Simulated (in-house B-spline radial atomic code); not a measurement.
Ionisation energies along the 46-electron series, configuration [Kr] 4d10, as differences of self-consistent energies. NIST's values go from ground level to ground level; the uncertainty of those that are theory runs from under 0.1 % in few-electron ions to several per cent in heavy many-electron ones. Computed with a B-spline radial code for spherical atoms: non-relativistic Hartree-Fock, average of the configuration, point nuclei.

This level leaves out relativity, spin-orbit splitting included, which matters for heavy ions.

```tsv
ion	configuration after	ionisation energy (eV)	IE/(q+1)² (eV)	-ε less Coulomb ΔSCF (eV)	tabulated value (eV)	tabulated kind	computed minus tabulated (eV)
Ir31+	[Kr] 4d9	1341.0	1.3096	1.6725	1331	tabulated theory	10.0
Pt32+	[Kr] 4d9	?	?	?	?	tabulated theory	?
Au33+	[Kr] 4d9	1485.5	1.285	1.6764	1475	tabulated theory	10.5
Hg34+	[Kr] 4d9	?	?	?	?	tabulated theory	?
Tl35+	[Kr] 4d9	1636.8	1.263	1.6803	1625	tabulated theory	11.8
Pb36+	[Kr] 4d9	1715.1	1.2528	1.6822	1704	tabulated theory	11.1
```

**Question.** Fill in the row of Pt32+.

**Answer.** ionisation energy (eV): 1412.4; IE/(q+1)² (eV): 1.2969; -ε less Coulomb ΔSCF (eV): 1.6744; tabulated value (eV): 1402; computed minus tabulated (eV): 10.4.

**Question.** Fill in the row of Hg34+.

**Answer.** ionisation energy (eV): 1560.3; IE/(q+1)² (eV): 1.2737; -ε less Coulomb ΔSCF (eV): 1.6783; tabulated value (eV): 1549; computed minus tabulated (eV): 11.3.
